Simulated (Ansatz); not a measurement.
Consider the cleavage of the Si–Ge bond: `[CH3][Ge]([F])([SiH3])[Cl]` + `N[SiH](O)S` → `N[SiH](O)S[SiH3]` + `[CH3][GeH]([F])[Cl]`.

Gas-phase electronic energies from Ansatz, PBE0-D4/def2-TZVP geometries. CCSD(T)/CBS is the MP2 limit (def2-TZVPP, def2-QZVPP) plus CCSD(T) − MP2 in def2-TZVPP, frozen cores. DFT in def2-TZVPP. B3LYP here is the variant with VWN-RPA as its local correlation; programs differ in this. For Ge outer-core shells are correlated without core-valence functions, which leaves a few kJ/mol of doubt a bond. Scalar relativity is left out up to krypton. One conformer a species, not always the lowest.

| level | ΔE (eV) |
| --- | --- |
| B3LYP | -0.39 |
| BHLYP | -0.46 |

(1) What does CCSD(T)/CBS give? (Best estimate.)

Largest T1 diagnostic among the species: 0.011.

Answers

(1) Computed: -0.48 eV. The listed levels differ from it by 0.09, 0.02 eV.

Leaving LDA and LC-ωPBE aside and taking each functional with its dispersion term where it has one, the values, not all of them listed here, spread over 0.14 eV, from B97M-V to PBE-D4. LDA lies −0.04 eV from PBE without D4. From PBE to PBE0 (25 % exact exchange), in def2-TZVPP and without D4, ΔE moves by −0.06 eV.
